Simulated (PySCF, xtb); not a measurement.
Ta(S)(F)2(OH) (F2HOSTa), SMILES [OH][Ta]([F])([F])=[S], multiplicity 1.

xtb with GFN2-xTB at its own geometry gives an orbital gap of 2.25 eV and a dipole moment of 6.70 D.

Coordinates come from a PBE0-D3(BJ)/def2-SVP optimisation. The spin state was assumed, not searched. The def2 effective core potentials stand for the cores of Ta; spin–orbit coupling is left out. Other conformers were not sampled.

Task: What does CAM-B3LYP/def2-TZVP (PySCF) give? (An estimate is asked for; the answer gives what the named calculation found.)

Result: gap 8.52 eV (levels -9.25 and -0.73 eV), dipole 2.82 D.
